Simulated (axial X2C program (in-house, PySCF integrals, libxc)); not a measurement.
**Spin–orbit effects down a group: molecules with Rb (ions), HF**

Computed with an axial X2C code built on PySCF integrals, spin-free (one-electron X2C) or two-component (2c: spin–orbit coupling with atomic mean-field Coulomb and Gaunt terms, which also bring small scalar terms), in Dyall basis sets with cores contracted in-house; open shells are unrestricted.

Basis sets: H dyall-v3z, Li dyall-cv3z, Na dyall-cv3z, Rb dyall-cv3z.

```json
{"molecule": "RbH⁺", "spin-free state": "M_S = 1/2, Λ = 0", "Re (Å)": "3.460", "ωe (cm⁻¹)": "151.2", "De (eV)": "0.02", "2c state": "Ω = 1/2", "Re 2c (Å)": "3.460", "ωe 2c (cm⁻¹)": "151.1", "De 2c (eV)": "0.02"}
{"molecule": "LiRb⁺", "spin-free state": "M_S = 1/2, Λ = 0", "Re (Å)": "4.221", "ωe (cm⁻¹)": "126.3", "De (eV)": "0.41", "2c state": "Ω = 1/2", "Re 2c (Å)": "4.221", "ωe 2c (cm⁻¹)": "126.3", "De 2c (eV)": "0.41"}
{"molecule": "NaRb⁺", "spin-free state": "M_S = 1/2, Λ = 0", "Re (Å)": "4.469", "ωe (cm⁻¹)": "70.7", "De (eV)": "0.41", "2c state": "Ω = 1/2", "Re 2c (Å)": "4.469", "ωe 2c (cm⁻¹)": "70.7", "De 2c (eV)": "0.41"}
```

Fragments in 2c: Rb+ + H, Rb+ + Li, Rb+ + Na. Each entry is the lowest single determinant of a limited PBE0 search at one distance. De goes to single-determinant-based atoms at the same level (for ions the charge split of lowest energy) and is withheld (n/a) where an atom does not fit its ground term or J level. Main or longest-lived isotopes.
